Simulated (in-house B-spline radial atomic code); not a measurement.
# The palladium ion Pd²⁺: [Kr] 4d8

All numbers are computed (Dirac-Kohn-Sham BLYP, spherical fractional occupations; Fermi nucleus of rms radius 4.5318 fm) with a B-spline radial code for spherical atoms, not measured.

Effective charges: Z_r = [3n² - l(l+1)]/(2<r>) from the radius, Z_e = n√(-2ε) from the energy, and Slater's rules. Values are occupation-weighted means over j. An effective charge above Z reflects the relativistic contraction of the inner shells.

| shell | electrons | ε (eV) | <r> (bohr) | Z_r | Z_e | Slater |
| --- | --- | --- | --- | --- | --- | --- |
| 1s | 2 | -24181 | 0.03185 | 47.09 | 42.16 | 45.70 |
| 2s | 2 | -3551.5 | 0.138 | 43.49 | 32.31 | 41.85 |
| 2p | 6 | -3190.1 | 0.1204 | 41.52 | 30.62 | 41.85 |
| 3s | 2 | -660.89 | 0.3792 | 35.60 | 20.91 | 34.75 |
| 3p | 6 | -541.71 | 0.3785 | 33.03 | 18.93 | 34.75 |
| 3d | 10 | -350.77 | 0.3577 | 29.35 | 15.23 | 24.85 |
| 4s | 2 | -110.33 | 0.9416 | 25.49 | 11.39 | 18.25 |
| 4p | 6 | -76.044 | 1.032 | 22.28 | 9.46 | 18.25 |
| 4d | 8 | -27.231 | 1.378 | 15.23 | 5.66 | 7.55 |

The least bound orbital is 4d5/2 at -27.02 eV, and it is also the most diffuse (<r> = 1.385 bohr).

Spin-orbit splittings of the orbital energies (j = l + 1/2 above j = l - 1/2 when positive): 2p 159.5 eV, 3p 27.79 eV, 3d 5.543 eV, 4p 4.54 eV, 4d 0.5273 eV.

For the 1s electron the small component carries 2.83 % of the norm, the zero-frequency Breit interaction raises the level by 51.83 eV, self-energy by 28.87 eV, and vacuum polarisation lowers it by 3.564 eV.

The density falls to 0.001 bohr⁻³ at 3.382 bohr; Σ<r²> = 30.585 bohr² gives, by the non-relativistic formula and without the paramagnetism of open shells, a Langevin diamagnetic susceptibility of -24.22×10⁻⁶ cm³/mol.
